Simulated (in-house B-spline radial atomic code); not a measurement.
Results of a calculation; reference values are marked as such.
**Sb in an electron gas of r_s = 4: phase shifts, screening and friction**

A nucleus sits in a uniform electron gas with a rigid positive background. The Kohn-Sham equations are solved self-consistently in the spin-unpolarised LDA (PW92), non-relativistic, on B-splines with outgoing waves at the boundary and partial waves to l = 8. The model has no lattice, no bands and no magnetic solution. Atomic units; δ_l are the phase shifts at the Fermi level, counted so that each bound state adds π, and good to about 0.0005.

The density parameter is r_s = 4 bohr.

```csv
l,δ_l (rad)
0,14.2164
1,11.3994
2,6.3277
3,0.0088
4,0.0003
5,0.0002
6,0.0002
7,0.0003
8,0.0002
```

Bound levels below the band bottom (hartree): d -18.94, s -4.754, p -3.351, d -1.003, s -0.1862 and deeper ones.

Q: Check the Friedel sum rule, and say where the screening charge sits.

A: k_F = (9π/4)^(1/3)/r_s = 0.47979. The rule is Z = (2/π) Σ (2l + 1) δ_l. The terms are s 9.050, p 21.771, d 20.142, f 0.039 and 0.010 beyond, in all 51.012 against Z = 51. Bound states hold 10 s, 18 p, 20 d electrons, so the scattering states carry 3.01 in all; where a term is smaller than its bound count, the bound level has drawn weight out of the band.

Q: Find the transport cross section and the electronic stopping of a 10 keV Sb ion (mass 121.76 u).

A: σ_tr = (4π/k_F²) Σ (l + 1) sin²(δ_l − δ_(l+1)). The terms for l = 0 to 3 are 0.1017, 1.7527, 0.0038, 0.0003, all together 1.8585, so σ_tr = 54.589 × 1.8585 = 101.457 bohr². With n = 3/(4π r_s³) = 0.00373, the friction coefficient is Q = n k_F σ_tr = 0.1816. For v well below v_F = 0.480, dE/dx = Q v; with 24801 eV per u at v = 1, v = √(10000/(24801 × 121.76)) = 0.0575, so dE/dx = 0.01045 hartree/bohr = 5.37 eV/nm. The largest term couples the p and d waves.
